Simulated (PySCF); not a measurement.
HgI2, charge +1, doublet, geometry from GFN2-xTB (such geometries of metal compounds can be far from the true shape) (a state made from the parent by changing its charge; the spin is typed, not shown lowest) (core potentials on Hg, I); BLYP/def2-SV(P) in PySCF.

Input for PySCF:
```python
from pyscf import gto, scf, dft

mol = gto.M(
    atom='''
Hg    0.000000    0.000000    0.000000
I     0.000000    0.000000    2.682806
I    -0.000000   -0.000000   -2.682806
''',
    basis='def2-sv(p)',
    ecp={'Hg': 'def2-sv(p)', 'I': 'def2-sv(p)'},
    charge=1,
    spin=1,
    verbose=4,
)

mf = dft.UKS(mol)
mf.xc = 'blyp'
mf.kernel()
```

It wrote (shortened):

```
PySCF version 2.14.0

[INPUT] verbose = 4
[INPUT] num. atoms = 3
[INPUT] num. electrons = 69
[INPUT] charge = 1
[INPUT] spin (= nelec alpha-beta = 2S) = 1
[INPUT] symmetry False subgroup None
[INPUT] Mole.unit = angstrom
[INPUT] Symbol           X                Y                Z      unit          X                Y                Z       unit  Magmom
[INPUT]  1 Hg     0.000000000000   0.000000000000   0.000000000000 AA    0.000000000000   0.000000000000   0.000000000000 Bohr   0.0
[INPUT]  2 I      0.000000000000   0.000000000000   2.682806000000 AA    0.000000000000   0.000000000000   5.069768585340 Bohr   0.0
[INPUT]  3 I      0.000000000000   0.000000000000  -2.682806000000 AA    0.000000000000   0.000000000000  -5.069768585340 Bohr   0.0

nuclear repulsion = 258.887556287149
number of shells = 31
number of NR pGTOs = 172
number of NR cGTOs = 77
basis = def2-sv(p)
ecp = {'Hg': 'def2-sv(p)', 'I': 'def2-sv(p)'}

******** <class 'pyscf.dft.uks.UKS'> ********
method = UKS
initial guess = minao
damping factor = 0
level_shift factor = 0
DIIS = <class 'pyscf.scf.diis.CDIIS'>
diis_start_cycle = 1
diis_space = 8
diis_damp = 0
SCF conv_tol = 1e-09
SCF conv_tol_grad = None
SCF max_cycles = 50
direct_scf = True
direct_scf_tol = 1e-13
number electrons alpha = 35  beta = 34
XC library pyscf.dft.libxc version 7.1.2
    S. Lehtola, C. Steigemann, M. J. T. Oliveira, and M. A. L. Marques,  SoftwareX 7, 1–5 (2018)
XC functionals = blyp
    A. D. Becke,  Phys. Rev. A 38, 3098 (1988)
    C. Lee, W. Yang, and R. G. Parr,  Phys. Rev. B 37, 785 (1988)
    B. Miehlich, A. Savin, H. Stoll, and H. Preuss,  Chem. Phys. Lett. 157, 200 (1989)
radial grids:
    Treutler-Ahlrichs [JCP 102, 346 (1995); DOI:10.1063/1.469408] (M4) radial grids

becke partition: Becke, JCP 88, 2547 (1988); DOI:10.1063/1.454033
pruning grids: <function nwchem_prune>
grids dens level: 3
symmetrized grids: False
atomic radii adjust function: <function treutler_atomic_radii_adjust>
small_rho_cutoff = 0
Set gradient conv threshold to 3.16228e-05
tot grids = 67664
init E= -674.393691213327

cycle= 1 E= -745.562133646725  delta_E= -71.2  |g|=  3.1  |ddm|= 14.7
cycle= 2 E= -745.690955239263  delta_E= -0.129  |g|= 2.62  |ddm|= 8.29

cycle= 3 E= -748.402282826284  delta_E= -2.71  |g|= 0.356  |ddm|= 4.06
cycle= 4 E= -748.431295008189  delta_E= -0.029  |g|= 0.286  |ddm|= 1.79

cycle= 5 E= -748.499024844738  delta_E= -0.0677  |g|= 0.0976  |ddm|= 1.36
cycle= 6 E= -748.502157374645  delta_E= -0.00313  |g|= 0.0399  |ddm|= 1.18
cycle= 7 E= -748.502728204987  delta_E= -0.000571  |g|= 0.0291  |ddm|= 1.17

cycle= 8 E= -748.502840702535  delta_E= -0.000112  |g|= 0.0262  |ddm|= 1.17

cycle= 9 E= -748.502998384073  delta_E= -0.000158  |g|= 0.0225  |ddm|= 1.17

cycle= 10 E= -748.502983403052  delta_E= 1.5e-05  |g|= 0.0228  |ddm|= 1.17

cycle= 11 E= -748.50299051901  delta_E= -7.12e-06  |g|= 0.0227  |ddm|= 0.284

cycle= 12 E= -748.502998649255  delta_E= -8.13e-06  |g|= 0.0225  |ddm|= 0.307

cycle= 13 E= -748.502818904602  delta_E= 0.00018  |g|= 0.0265  |ddm|= 1.17

cycle= 14 E= -748.502938780451  delta_E= -0.00012  |g|= 0.024  |ddm|= 0.0157

cycle= 15 E= -748.50295571758  delta_E= -1.69e-05  |g|= 0.0236  |ddm|= 0.027

cycle= 16 E= -748.502968728321  delta_E= -1.3e-05  |g|= 0.0233  |ddm|= 1.16

cycle= 17 E= -748.502927502757  delta_E= 4.12e-05  |g|= 0.0242  |ddm|= 0.0436

cycle= 18 E= -748.502948766224  delta_E= -2.13e-05  |g|= 0.0237  |ddm|= 1.17

cycle= 19 E= -748.502998326943  delta_E= -4.96e-05  |g|= 0.0226  |ddm|= 1.17

cycle= 20 E= -748.502793047758  delta_E= 0.000205  |g|= 0.0271  |ddm|= 1.17

cycle= 21 E= -748.50294759385  delta_E= -0.000155  |g|= 0.0238  |ddm|= 0.0101

cycle= 22 E= -748.502948941277  delta_E= -1.35e-06  |g|= 0.0237  |ddm|= 0.00938

cycle= 23 E= -748.503004578974  delta_E= -5.56e-05  |g|= 0.0224  |ddm|= 0.151

cycle= 24 E= -748.502820748598  delta_E= 0.000184  |g|= 0.0265  |ddm|= 1.17

cycle= 25 E= -748.502906610031  delta_E= -8.59e-05  |g|= 0.0247  |ddm|= 1.17

cycle= 26 E= -748.502899612493  delta_E= 7e-06  |g|= 0.0248  |ddm|= 1.17

cycle= 27 E= -748.502988010942  delta_E= -8.84e-05  |g|= 0.0228  |ddm|= 1.17

cycle= 28 E= -748.502804491468  delta_E= 0.000184  |g|= 0.0268  |ddm|= 1.17

cycle= 29 E= -748.502904475678  delta_E= -0.0001  |g|= 0.0247  |ddm|= 0.048

cycle= 30 E= -748.502933709572  delta_E= -2.92e-05  |g|= 0.0241  |ddm|= 1.17

cycle= 31 E= -748.502973371645  delta_E= -3.97e-05  |g|= 0.0232  |ddm|= 0.0566

cycle= 32 E= -748.502953326914  delta_E= 2e-05  |g|= 0.0236  |ddm|= 0.0707

cycle= 33 E= -748.502986602266  delta_E= -3.33e-05  |g|= 0.0229  |ddm|= 1.14

cycle= 34 E= -748.502917858914  delta_E= 6.87e-05  |g|= 0.0244  |ddm|= 1.14

cycle= 35 E= -748.502960481098  delta_E= -4.26e-05  |g|= 0.0235  |ddm|= 0.0142
cycle= 36 E= -748.500746587967  delta_E= 0.00221  |g|= 0.0543  |ddm|= 1.17
cycle= 37 E= -748.502720906712  delta_E= -0.00197  |g|= 0.0285  |ddm|= 0.0546

cycle= 38 E= -748.50286525926  delta_E= -0.000144  |g|= 0.0256  |ddm|= 1.17
cycle= 39 E= -748.502688650654  delta_E= 0.000177  |g|= 0.0288  |ddm|= 0.0158
cycle= 40 E= -748.502498066498  delta_E= 0.000191  |g|= 0.0325  |ddm|= 0.0148
cycle= 41 E= -748.501822870407  delta_E= 0.000675  |g|= 0.0423  |ddm|= 0.0214
cycle= 42 E= -748.502712557036  delta_E= -0.00089  |g|= 0.0286  |ddm|= 1.17
cycle= 43 E= -748.502133478568  delta_E= 0.000579  |g|= 0.0381  |ddm|= 0.0208
cycle= 44 E= -748.502579324182  delta_E= -0.000446  |g|= 0.0311  |ddm|= 0.0179
cycle= 45 E= -748.502648185327  delta_E= -6.89e-05  |g|= 0.0299  |ddm|= 0.0133

cycle= 46 E= -748.502960442552  delta_E= -0.000312  |g|= 0.0235  |ddm|= 1.17
cycle= 47 E= -748.502552529767  delta_E= 0.000408  |g|= 0.0316  |ddm|= 1.17
cycle= 48 E= -748.502176517784  delta_E= 0.000376  |g|= 0.0375  |ddm|= 0.0121

cycle= 49 E= -748.502971983566  delta_E= -0.000795  |g|= 0.0232  |ddm|= 0.0314
cycle= 50 E= -748.502007684242  delta_E= 0.000964  |g|= 0.0399  |ddm|= 1.17
SCF not converged.
SCF energy = -748.502007684242 after 50 cycles  <S^2> = 0.7510536  2S+1 = 2.0010533
```

Convergence was not reached.
